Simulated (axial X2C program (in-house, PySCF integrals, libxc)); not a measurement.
What spin–orbit coupling does to FeB

All values were computed with an in-house all-electron X2C program for linear molecules (integrals from PySCF). Spin-free means the one-electron spin-free X2C Hamiltonian; two-component (2c) means X2C with spin–orbit coupling and atomic mean-field two-electron Coulomb and Gaunt terms, so the difference of the two also holds small scalar two-electron terms. Basis: Fe dyall-cv3z [9s10p6d3f2g], B dyall-v3z [7s6p2d1f] (cores contracted in-house); Gaussian nuclei, density fitting, unrestricted open shells. Masses: Fe 55.935 u, B 11.009 u.

Spin-free state: M_S = 3/2, Λ = 0 (beyond evenly filled blocks: σα, δ+α, δ-α); fragments Fe + B.

```tsv
level	Re (Å)	ωe (cm⁻¹)	De (eV)	μ (D)
HF	1.944	697.8	-0.705	-2.56
BP86	1.708	713.7	3.761	-2.37
```

Dipoles are positive if B is the positive end.

Two-component determinant lowest at the distance of the search:

Ω = 3/2 (⟨Sz⟩ = 1.50, ⟨Lz⟩ = 0.00 at HF); fragments Fe + B.

```json
{"level": "HF", "Re (Å)": "1.944", "ωe (cm⁻¹)": "697.1", "De (eV)": "n/a", "μ (D)": "-2.55"}
{"level": "BP86", "Re (Å)": "1.708", "ωe (cm⁻¹)": "713.8", "De (eV)": "3.743", "μ (D)": "-2.37"}
```

Task: From the two tables, how do the constants change at the HF level (2c against spin-free)?

Result: At the HF level Re is unchanged within 0.001 Å and ωe falls by 0.7 cm⁻¹.

Occupations by symmetry block were frozen at the best pattern of an incomplete PBE0 search. De is counted from the lowest determinant-based energies of the atoms at the same level, without counterpoise correction. De is not given where an atomic determinant may have missed its ground term or J level, or where the truncated virtual space spoils (T). Density functionals use the spin component along the axis (collinear). In 2c an atomic determinant is not the ground J level, so De misses part of the atomic spin–orbit lowering. This holds for BP86. Other states lie close and PBE0, whose exact exchange favours high spin, may order them wrongly; the determinant shown need not be the ground state. The nearest other spin-free determinant of the search, M_S = 1/2, Λ = 0, lies 0.31 eV up at the distance of the search. The functionals have no current-density term, which raises determinants with orbital currents, atoms included. With several unpaired electrons one determinant need not be a pure state. This is the top spin component of a Σ state; components of lower Ω are not single determinants and can lie lower. The determinant is spin-polarised beyond a pure state at some levels (its spin-free form has ⟨S²⟩ too high), which makes Re and μ there less reliable.
